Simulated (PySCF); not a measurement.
# Structure elucidation problem

Molecular formula: C$_{6}$H$_{13}$BO$_{2}$. Simulated spectra:

¹H NMR (400 MHz, computed): δ 5.50 (br s, 1H), 5.07 (br s, 1H), 4.31 (s, 2H), 3.55 (s, 3H), 1.66 (s, 3H), 0.29 (s, 3H).

¹³C{¹H} NMR (computed): δ 152.4 (C), 114.1 (CH2), 67.3 (CH2), 53.9 (CH3), 21.5 (CH3), -3.6 (CH3).

- coordinates at the PBE0-D3(BJ)/def2-SVP level
- B3LYP/pcSseg-1 with gauge-including orbitals
- program: PySCF 2.14.0 with density-fitted response routines
- non-relativistic Hamiltonian, equivalent nuclei averaged, in vacuum, one computed conformer

Shifts are taken against calculated references (same method and geometry level): ¹H (31.38 ppm), ¹³C (179.24 ppm) vs TMS.

Deduce the structure.

Results:


6 carbon signals for 6 carbons: no two carbons are equivalent. Carbon types of the structure: 1 × C, 2 × CH2, 3 × CH3, which accounts for all hydrogens. δC 152.4: fully substituted alkene carbon; as expected for a trigonal carbon in a double bond. δC 114.1: terminal =CH2 carbon; as expected for a trigonal carbon in a double bond. δC 67.3: allylic sp3 CH2 bonded to O; deshielded by the electronegative neighbour. δC 21.5: allylic methyl carbon; saturated and bonded to C and H only. δH 5.50, 5.07: hydrogen on a terminal =CH2 carbon; a vinylic proton, deshielded by the sp2 carbon and the C=C anisotropy. δH 3.55: hydrogen on a methyl carbon bonded to O; its carbon carries O, which withdraws density. δH 1.66: hydrogen on an allylic methyl carbon; allylic position.

These data were computed for `C=C(C)COB(C)OC`.

The shifts were computed for this structure.

A carbon bonded to boron is broadened by the quadrupolar boron nucleus and is often missing from a measured spectrum. Shifts are as computed. Against solution values, carbons near 30 ppm lie about +2 ppm off and those near 130 ppm about +6 ppm. Of 1211 compounds with measured shifts, 218 miss one by over three times the rms of a fit or turn the order of signals round; such compounds aren't used in these exercises. No couplings were computed; multiplicities are counted from neighbouring protons, with m where these are inequivalent, close in shift, in a saturated or five-membered ring or joined by F or P, and br s for small geminal =CH2 splittings.
